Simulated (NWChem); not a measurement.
The numbers come from NWChem runs, not from measurements. System: iminoborane (H$_{2}$BN), charge 0, spin multiplicity 1, at a geometry optimised with PBE/def2-SVP. Level: MP2/cc-pVTZ, 2 core orbitals frozen.

NWChem printed:

```
             Northwest Computational Chemistry Package (NWChem) 7.3.0
             --------------------------------------------------------

                                NWChem Input Module
                                -------------------

 Scaling coordinates for geometry "geometry" by  1.889725989
 (inverse scale =  0.529177249)

 Turning off AUTOSYM since
 SYMMETRY directive was detected!

                             Geometry "geometry" -> ""
                             -------------------------

 Output coordinates in angstroms (scale by  1.889725989 to convert to a.u.)

  No.       Tag          Charge          X              Y              Z
 ---- ---------------- ---------- -------------- -------------- --------------
    1 B                    5.0000     0.00000000     0.00000000    -0.70105700
    2 N                    7.0000     0.00000000     0.00000000     0.54884500
    3 H                    1.0000     0.00000000     0.00000000    -1.89101100
    4 H                    1.0000     0.00000000     0.00000000     1.55437900

 Effective nuclear repulsion energy (a.u.)      23.5704249663

            Nuclear Dipole moment (a.u.)
            ----------------------------
        X                 Y               Z
 ---------------- ---------------- ----------------
     0.0000000000     0.0000000000    -0.0000037795

      Symmetry information
      --------------------

 Group name             C2v
 Group number             16
 Group order               4
 No. of unique centers     4

      Symmetry unique atoms

     1    2    3    4


 Summary of "ao basis" -> "" (spherical)
 ------------------------------------------------------------------------------
       Tag                 Description            Shells   Functions and Types
 ---------------- ------------------------------  ------  ---------------------
 *                          cc-pvtz                   on all atoms

 Summary of "ao basis" -> "ao basis" (spherical)
 ------------------------------------------------------------------------------
       Tag                 Description            Shells   Functions and Types
 ---------------- ------------------------------  ------  ---------------------
 B                          cc-pvtz                 10       30   4s3p2d1f
 N                          cc-pvtz                 10       30   4s3p2d1f
 H                          cc-pvtz                  6       14   3s2p1d

                                 NWChem SCF Module
[...]
 -----------   ------   -------------------------------------------------------
    1 B    5     4.96   1.96  0.75  0.13  0.22  0.61  0.91  0.25  0.06  0.06  0.01
    2 N    7     7.34   1.95  0.89  0.19  0.37  1.00  1.82  1.09  0.00  0.02  0.00
    3 H    1     0.93   0.25  0.48  0.19  0.00  0.01  0.00
    4 H    1     0.76   0.24  0.40  0.05  0.02  0.05  0.00

       Multipole analysis of the density wrt the origin
       ------------------------------------------------

     L   x y z        total         open         nuclear
     -   - - -        -----         ----         -------
     0   0 0 0     -0.000000      0.000000     14.000000

     1   1 0 0      0.000000      0.000000      0.000000
     1   0 1 0     -0.000000      0.000000      0.000000
     1   0 0 1     -0.147604      0.000000     -0.000004

     2   2 0 0     -9.845615      0.000000      0.000000
     2   1 1 0      0.000000      0.000000      0.000000
     2   1 0 1      0.000000      0.000000      0.000000
     2   0 2 0     -9.845615      0.000000      0.000000
     2   0 1 1      0.000000      0.000000      0.000000
     2   0 0 2     -5.759905      0.000000     37.703429

                   NWChem MP2 Semi-direct Energy/Gradient Module
                   ---------------------------------------------

  Basis functions       =     88
  Molecular orbitals    =     88
  Frozen core           =      2
  Frozen virtuals       =      0
  Active alpha occupied =      5
  Active beta occupied  =      5
  Active alpha virtual  =     81
  Active beta virtual   =     81
  Use MO symmetry       = T
  Use skeleton AO sym   = T

  AO/Fock/Back tols     =   1.0D-09  1.0D-09  1.0D-09

 GA uses MA = F    GA memory limited = T

 Available:
  local mem=  1.26D+08
 global mem=  1.44D+08
 local disk=  0.00D+00
  mp2_memr nvloc                    81
  nvloc new                    81
   1 passes of   5:        4194304                      36039                   5383621.
   1 passes of   5: M    126153135           G      144163712           F     121958831.

 Semi-direct pass number   1 of   1  for RHF alpha+beta  at        2.1s
  vrange nnbf                  3900
  mp2_eaftype                    20  avail_ma_in_mb                  1099
 EAF : mp2_eaftype filesize          20    2691811.
  mp2_eaf for mointskh                     20
Node 0 wrote     12.6 Mb in      0.1 s     Agg I/O rate:   201.9 Mb/s
 Done moints_semi at        5.1s
  mp2_eaftype                    20  avail_ma_in_mb                  1079
 EAF : mp2_eaftype filesize          20    2691811.
  mp2_eaf for kh                    20
 Done maket at        5.2s
 Done multipass loop at        5.2s

          -------------------------------------------
          SCF energy                 -80.324024363696
          Correlation energy          -0.306158466699
          Singlet pairs               -0.199807006725
          Triplet pairs               -0.106351459974
          Total MP2 energy           -80.630182830395
          -------------------------------------------

          ---------------------------------------------------
                    Spin Component Scaled (SCS) MP2
          Same spin pairs                     -0.070900973316
          Same spin scaling factor             0.333333333333
          Opposite spin pairs                 -0.235257493383
          Opposite spin scaling fact.          1.200000000000
          SCS-MP2 correlation energy          -0.305942649832
          Total SCS-MP2 energy               -80.629967013528
          ---------------------------------------------------

 -----------------------
 Performance information
 -----------------------

 Timer overhead =  1.36D-07 seconds/call

               Nr. of calls         CPU time (s)                 Wall time (s)                GFlops
             ---------------    -------------------     ------------------------------   -------------------
Name         Min   Avg   Max    Min     Avg     Max     Min     Avg     Max   Mx/calls   Min     Max     Sum
mp2: moin     1     1     1    3.0     3.0     3.0      3.0     3.0     3.0     3.0      0.0     0.0     0.0
mp2: make     1     1     1   0.11    0.11    0.11     0.11    0.11    0.11    0.11      0.0     0.0     0.0
mp2: tota     1     1     1    3.2     3.2     3.2      3.2     3.2     3.2     3.2      0.0     0.0     0.0

 The average no. of pstat calls per process was 3.00D+00
 with a timing overhead of 4.09D-07s

 Task  times  cpu:        5.2s     wall:        5.2s

 Total times  cpu:        5.2s     wall:        5.2s
```

**Question.** Write an NWChem input that would produce this output.

**Answer.** Several could match; the one computed here: 
```
start mol
memory heap 200 mb stack 900 mb global 1100 mb
geometry units angstroms nocenter noautoz
  B      0.000000     0.000000    -0.701057
  N      0.000000     0.000000     0.548845
  H      0.000000     0.000000    -1.891011
  H      0.000000     0.000000     1.554379
  symmetry group C2v
end
basis spherical
  * library cc-pvtz
end
scf
  rhf
  nopen 0
  maxiter 100
  thresh 1e-7
  semidirect memsize 60000000 filesize 0
end
mp2
  freeze core 2
end
task mp2 energy
```
